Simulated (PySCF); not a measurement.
Ga(H)(Me)(OMe) (C2H7GaO), SMILES C[O][GaH][CH3].

The structure is a stationary point at B3LYP-D3(BJ)/def2-SVP. One conformer was computed; it need not be the lowest.

The numbers are results of PBE/def2-TZVP in PySCF, not measurements.

The molecule is in vacuum.

Computed frontier levels, gap, dipole moment and polarisability:
- highest occupied level = -6.17 eV
- lowest empty level = -1.54 eV
- orbital gap = 4.63 eV
- dipole moment = 0.86 D
- quadrupole, principal values (traceless, Buckingham form, about the centre of nuclear charge) = -5.17, 2.35, 2.82 D·Å
- mean static polarisability = 61.1 bohr³ (9.05 Å³)
- polarisability, principal values = 46.7, 57.9, 78.6 bohr³
